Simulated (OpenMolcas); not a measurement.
Ir5+ (d4) among equal point charges was computed by CASSCF with the d shell active (OpenMolcas, ANO-RCC-VDZP on the metal). Its lowest spin-free states, and all those of the highest spin:

```tsv
2S+1	Degeneracy	E (cm-1)
5	1	0.0
5	2	681.8
5	2	1140
3	1	19531
3	1	19533
3	2	19688
3	2	20067
3	2	20327
3	1	20435
3	2	20601
3	1	22291
3	2	22456
```

Task: Is the site octahedral, tetrahedral or cube-like, axial, or of lower symmetry?

Result: The states with 2S+1 = 5 have orbital degeneracies 1, 2, 2. There are pairs but no triples, so the site is axial: not cubic, but with a proper or improper axis of order three or more. The run had Ir5+ among 5 point charges of -0.65 e arranged as a trigonal bipyramid (D3h), 2.21 Å from the ion, with the axial distance 2.409 Å.

Spin-orbit coupling mixes the spin-free states strongly: the lowest level takes only 26 % from its leading state, 5E, which lies 682 cm-1 above the lowest spin-free state. Without dynamic correlation the repulsion within the d shell is too large (B by tens of per cent), so at a given field states of lower spin stand too high. Point charges give a weaker field than real ligands, and real ions of this kind are as a rule low spin; the high spin found here belongs to the model. The ground term spreads over less than 5000 cm-1, several times less than with real ligands, so orbital moments are less quenched and χT lies further from the spin-only value than at real sites. Point charges carry no covalency, so the field is a model and not that of real ligands. No measured value stands beside these numbers.
